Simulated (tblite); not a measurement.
Species: C₇H₁₂Si₂.
SMILES with atom numbers: `[CH:1]#[C:2][C@@H:3]1[CH2:4][CH2:5][Si@H:6]([SiH3:7])[C:8]1=[CH2:9]` (hydrogens: H10 on C1; H11 on C3; H12, H13 on C4; H14, H15 on C5; H16 on Si6; H17, H18, H19 on Si7; H20, H21 on C9)

A start from a force field or distance geometry was refined with GFN2-xTB geometry optimisation, gas phase (tblite 0.8.0). Values at the start:

| coordinate | start |
| --- | --- |
| C1–H10 | 1.067 Å |
| C2–C3 | 1.479 Å |
| C3–C4 | 1.461 Å |
| C3–C8 | 1.473 Å |
| C3–H11 | 1.116 Å |
| C4–C5 | 1.483 Å |
| C4–H12 | 1.125 Å |
| C4–H13 | 1.128 Å |
| C5–Si6 | 1.867 Å |
| C5–H14 | 1.102 Å |
| C5–H15 | 1.130 Å |
| Si6–Si7 | 2.217 Å |
| Si6–C8 | 1.844 Å |
| Si6–H16 | 1.457 Å |
| Si7–H17 | 1.477 Å |
| C9–H21 | 1.085 Å |
| C3–C4–C5 | 113.9° |
| C3–C8–C9 | 130.1° |
| C4–C3–C8 | 112.3° |
| C4–C5–Si6 | 103.3° |
| C5–Si6–Si7 | 112.1° |
| C5–Si6–C8 | 94.1° |
| Si6–C8–C9 | 122.3° |
| Si7–Si6–C8 | 112.5° |
| C2–C3–C4–C5 | -90° |
| C2–C3–C8–Si6 | 109° |
| C3–C4–C5–Si6 | -31° |
| C5–Si6–C8–C9 | 176° |

How do these coordinates change at the GFN2-xTB level?

```json
{"coordinate": "Si6–Si7", "GFN2-xTB (Å or °)": "2.308", "change": "+0.091"}
{"coordinate": "C3–C4", "GFN2-xTB (Å or °)": "1.535", "change": "+0.074"}
{"coordinate": "Si6–C8", "GFN2-xTB (Å or °)": "1.893", "change": "+0.049"}
{"coordinate": "C5–Si6", "GFN2-xTB (Å or °)": "1.914", "change": "+0.047"}
{"coordinate": "C4–C5", "GFN2-xTB (Å or °)": "1.527", "change": "+0.044"}
{"coordinate": "C3–C8", "GFN2-xTB (Å or °)": "1.513", "change": "+0.040"}
{"coordinate": "C5–H15", "GFN2-xTB (Å or °)": "1.091", "change": "-0.039"}
{"coordinate": "C4–H13", "GFN2-xTB (Å or °)": "1.093", "change": "-0.035"}
{"coordinate": "C4–H12", "GFN2-xTB (Å or °)": "1.093", "change": "-0.032"}
{"coordinate": "C2–C3", "GFN2-xTB (Å or °)": "1.452", "change": "-0.027"}
{"coordinate": "Si6–H16", "GFN2-xTB (Å or °)": "1.479", "change": "+0.022"}
{"coordinate": "C3–H11", "GFN2-xTB (Å or °)": "1.096", "change": "-0.020"}
{"coordinate": "C1–H10", "GFN2-xTB (Å or °)": "1.049", "change": "-0.018"}
{"coordinate": "C5–H14", "GFN2-xTB (Å or °)": "1.089", "change": "-0.013"}
{"coordinate": "Si7–H17", "GFN2-xTB (Å or °)": "1.466", "change": "-0.011"}
{"coordinate": "C9–H21", "GFN2-xTB (Å or °)": "1.078", "change": "-0.007"}
{"coordinate": "C3–C8–C9", "GFN2-xTB (Å or °)": "122.9", "change": "-7.2"}
{"coordinate": "Si6–C8–C9", "GFN2-xTB (Å or °)": "128.7", "change": "+6.4"}
{"coordinate": "C3–C4–C5", "GFN2-xTB (Å or °)": "108.5", "change": "-5.4"}
{"coordinate": "C4–C3–C8", "GFN2-xTB (Å or °)": "107.6", "change": "-4.7"}
{"coordinate": "C5–Si6–Si7", "GFN2-xTB (Å or °)": "115.6", "change": "+3.5"}
{"coordinate": "C5–Si6–C8", "GFN2-xTB (Å or °)": "91.8", "change": "-2.3"}
{"coordinate": "Si7–Si6–C8", "GFN2-xTB (Å or °)": "114.2", "change": "+1.7"}
{"coordinate": "C4–C5–Si6", "GFN2-xTB (Å or °)": "104.8", "change": "+1.5"}
{"coordinate": "C2–C3–C8–Si6", "GFN2-xTB (Å or °)": "88", "change": "-21"}
{"coordinate": "C2–C3–C4–C5", "GFN2-xTB (Å or °)": "-71", "change": "+19"}
{"coordinate": "C5–Si6–C8–C9", "GFN2-xTB (Å or °)": "-174", "change": "+10"}
{"coordinate": "C3–C4–C5–Si6", "GFN2-xTB (Å or °)": "-40", "change": "-9"}
```

The energy falls by 0.580 eV over 138 L-BFGS steps, the largest force on an atom goes from 3.58 to 0.009 eV/Å, and the atoms move by 0.335 Å rms after alignment. The bond that changes most is Si6–Si7 (SiH silicon to SiH3 silicon), which lengthens by 0.091 Å. Bonds longer at the end by more than 0.005 Å: 8 of 21; shorter: 12. Among the dihedrals that turn most is C2–C3–C8–Si6, from 109° to 88°. Rotational constants go from 1607, 873.7, 813.8 to 1466, 876.2, 855.6 MHz.

GFN2-xTB frequencies show an imaginary mode (33i cm⁻¹), so the point is no minimum at that level.

All values are computed, not measured.
